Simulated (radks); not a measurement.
Values are calculated unless marked as measured or tabulated.
Spherical quantum dot in the effective-mass picture: electrons in a hard-walled sphere of radius 1.57, with a point charge +2 (a donor) at the centre, all in effective atomic units (hartree* = m*/eps^2 hartree, bohr* = eps/m* bohr), one dielectric constant everywhere. Level of theory: non-relativistic Kohn-Sham, PBE, spin-polarised, spherical densities (a radial shooting solver with Libxc functionals). Levels are named by radial order and angular momentum (1s, 1p, 1d, 2s, ...), and open shells are averaged over m. Results are scaled to m* = 0.156 and eps = 6, for which hartree* = 117.9 meV and bohr* = 2.035 nm.

N = 5, configuration 1s2 1p(up 3, down 0). This is the lowest configuration that the search found. Occupied and some empty levels:

level,occupation,eigenvalue (meV),<r> (nm)
1s up,1,368.89,1.386
1s down,1,397.16,1.351
1p up,3,683.19,1.871
1p down,0,724.46,1.867
2s up,0,978.62,1.595
1d up,0,1001.1,2.068
2s down,0,1002.6,1.620
1d down,0,1043.8,2.070
1f up,0,1375.0,2.194
1f down,0,1416.9,2.198

Energy (meV): total 1354.21, kinetic 2020.7, external -1806.6, Hartree 1600.1, exchange-correlation -459.89.

Electron density:

r (nm),n(r) (e/nm^3)
0.0711,0.4854
0.231,0.3610
0.391,0.2768
0.551,0.2201
0.711,0.1817
0.871,0.1554
1.03,0.1364
1.19,0.1216
1.35,0.1089
1.51,0.09690
1.67,0.08469
1.83,0.07199
1.99,0.05893
2.15,0.04592
2.31,0.03347
2.47,0.02239
2.63,0.01339
2.79,0.006599
2.95,0.002297
3.11,0.0002511
